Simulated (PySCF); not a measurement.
LiCl, SMILES [Li][Cl].

Geometry: PBE0-D3(BJ)/def2-TZVPD.

The numbers are results of TDDFT-CAM-B3LYP/def2-TZVPD (PySCF), not measurements.

Vertical excitations; the highest root listed may be one member of a degenerate set. Isolated molecule, no solvent. State labels are in the subgroup C2v.

| state | symmetry | energy (eV) | λ (nm) | f | main pairs |
|---|---|---|---|---|---|
| S1 | B1 | 4.80 | 258 | 0.027 | HOMO−1→LUMO (degenerate set) |
| S2 | B2 | 4.80 | 258 | 0.027 | HOMO→LUMO (degenerate set) |
| S3 | A1 | 5.46 | 227 | 0.024 | HOMO−2→LUMO 95 % |
| S4 | A2 | 6.42 | 193 | 0.000 | HOMO→LUMO+1, HOMO−1→LUMO+2 (degenerate set) |
| S5 | A1 | 6.42 | 193 | 0.000 | HOMO→LUMO+2, HOMO−1→LUMO+1 (degenerate set) |
| S6 | A2 | 6.43 | 193 | 0.000 | HOMO−1→LUMO+2 42 %, HOMO→LUMO+1 42 % |
| S7 | A1 | 6.87 | 180 | 0.112 | HOMO−1→LUMO+1 47 %, HOMO→LUMO+2 47 % |
| S8 | B1 | 7.06 | 176 | 0.015 | HOMO−1→LUMO+3, HOMO−2→LUMO+1, HOMO−1→LUMO+4 (degenerate set) |
| S9 | B2 | 7.06 | 176 | 0.015 | HOMO→LUMO+3, HOMO−2→LUMO+2, HOMO→LUMO+4 (degenerate set) |
| S10 | B1 | 7.13 | 174 | 0.099 | HOMO−2→LUMO+1 52 %, HOMO−1→LUMO+3 31 % |
| T1 | B2 | 4.76 | 260 | 0 | HOMO→LUMO (degenerate set) |
| T2 | B1 | 4.76 | 260 | 0 | HOMO−1→LUMO (degenerate set) |
| T3 | A1 | 5.32 | 233 | 0 | HOMO−2→LUMO 94 % |
| T4 | A1 | 6.27 | 198 | 0 | HOMO→LUMO+2 40 %, HOMO−1→LUMO+1 40 %, HOMO→LUMO+6 7 %, HOMO−1→LUMO+5 7 % |
Triplets are in the Tamm–Dancoff approximation, which puts them higher than full response would, so one can lie above its singlet here.
